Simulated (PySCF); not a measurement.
# Antimony: highly charged ions in a basis for the neutral atom

Sb¹⁴⁺ [Kr] 4d1, Sb¹⁵⁺ [Kr]. Calculation: PySCF 2.14, in def2-SVP with the def2 core potential (28 electrons); scalar relativity through the core potential. No spin-orbit coupling, so a gap to NIST mixes the basis error with missing relativistic terms.

Changed run: basis of the neutral atom used for a highly charged ion. This setting is unsound on purpose.

```json
{"species": "Sb¹⁴⁺", "method": "UHF", "sound run (hartree)": "not run", "changed run (hartree)": "-170.04486", "converged": "yes"}
{"species": "Sb¹⁴⁺", "method": "PBE", "sound run (hartree)": "not run", "changed run (hartree)": "-170.42930", "converged": "yes"}
{"species": "Sb¹⁴⁺", "method": "B3LYP", "sound run (hartree)": "not run", "changed run (hartree)": "-170.45828", "converged": "yes"}
{"species": "Sb¹⁵⁺", "method": "UHF", "sound run (hartree)": "not run", "changed run (hartree)": "-158.52958", "converged": "yes"}
{"species": "Sb¹⁵⁺", "method": "PBE", "sound run (hartree)": "not run", "changed run (hartree)": "-158.86539", "converged": "yes"}
{"species": "Sb¹⁵⁺", "method": "B3LYP", "sound run (hartree)": "not run", "changed run (hartree)": "-158.88749", "converged": "yes"}
```

Ionisation energy of Sb¹⁴⁺:

| method | changed run (eV) | NIST (eV) |
| --- | --- | --- |
| UHF | 313.35 | 317 ± 3 |
| PBE | 314.67 | 317 ± 3 |
| B3LYP | 314.86 | 317 ± 3 |

The contracted functions were made for the neutral atom and can be too rigid for a highly charged ion.
